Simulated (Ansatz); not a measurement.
Two isomers of GeH8OSi2: A = `[SiH3][SiH2][O][GeH3]`, B = `[SiH3][O][GeH2][SiH3]`.

Computed with Ansatz on PBE0-D4/def2-TZVP structures; ΔE is electronic, products minus reactants. CCSD(T)/CBS adds triple-zeta CCSD(T) − MP2 to the extrapolated MP2 energy (def2 sets, frozen cores). Functionals use def2-TZVPP. B3LYP here is the variant with VWN-RPA as its local correlation; programs differ in this. For Ge outer-core shells are correlated without core-valence functions, which leaves a few kJ/mol of doubt a bond. Scalar relativity is left out up to krypton. One conformer a species, not always the lowest.

Task: Which isomer does CCSD(T)/CBS put lower? Give the gap. (Estimate.)

Result: The calculation gave: B, by 19.8 kJ/mol.

Task: Give E(B) − E(A) in kJ/mol with PBE-D4, CCSD/def2-TZVPP, ωB97M-V, PBE0-D4, MP2/def2-TZVPP, r2SCAN-D4, B3LYP-D4. (Estimate.)

Result: Computed: PBE-D4 -13.9, CCSD/def2-TZVPP -20.0, ωB97M-V -20.5, PBE0-D4 -15.0, MP2/def2-TZVPP -22.0, r2SCAN-D4 -16.6, B3LYP-D4 -18.8. None reverses the order clearly.

Largest T1 diagnostic: 0.013.
